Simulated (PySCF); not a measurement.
1-bromo-1,1-difluoroethane (C2H3BrF2), SMILES CC(F)(F)Br.

Geometry: PBE0-D3(BJ)/def2-SVP.

Two levels are set side by side: TDA-PBE/def2-SVPD (PySCF) and TDA-B3LYP/def2-SVPD (PySCF). Vertical, same geometry. The lowest singlet is HOMO→LUMO 99 % with PBE and HOMO→LUMO 99 % with the other functional; states are paired by order. Differences are taken from unrounded values.

```tsv
quantity	TDA-B3LYP	TDA-PBE	TDA-PBE minus TDA-B3LYP
lowest singlet excitation (eV)	6.10	5.94	-0.16
lowest triplet excitation (TDA) (eV)	5.38	5.24	-0.14
first bright state (f over 0.05) (eV)	7.82	7.72	-0.10
its oscillator strength	0.07	0.16	0.08
```

Rough cost on one machine, each run with all the roots and properties that it gave: TDA-B3LYP against TDA-PBE about 2 times.
